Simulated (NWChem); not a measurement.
Molecule: C$_{2}$H$_{3}$ClFNSi; SMILES [Si@H](Cl)(CC#N)F

```xyz
9

N      0.0408    -3.3821    -0.1833
C      0.3906    -2.3214     0.1221
C      0.7984    -0.9741     0.4666
Si    -0.2813     0.3337    -0.3509
F     -1.7527     0.2587     0.3071
Cl     0.5359     2.1590     0.0952
H      0.7540    -0.8285     1.5591
H      1.8441    -0.8079     0.1578
H     -0.3996     0.1656    -1.8139
```
Atoms are numbered in this order, from 1.

Results from NWChem. Pople sets run with spherical d functions. Structure relaxed at the PBE0/def2-SVP level. Level: PBE0/6-31G* with SMD (1 M gas to 1 M solution), gas-phase geometry. Reactions with the solvent are ignored.

```csv
solvent,dielectric constant,solvation free energy (kcal/mol),cavity-dispersion-structure term (kcal/mol),dipole in solution (D)
water,78.4,-4.2,4.7,3.72
ethyl acetate,5.99,-7.1,0.2,3.53
cyclohexanone,15.6,-7.3,1.0,3.66
1-propanol,20.5,-7.5,0.9,3.67
```
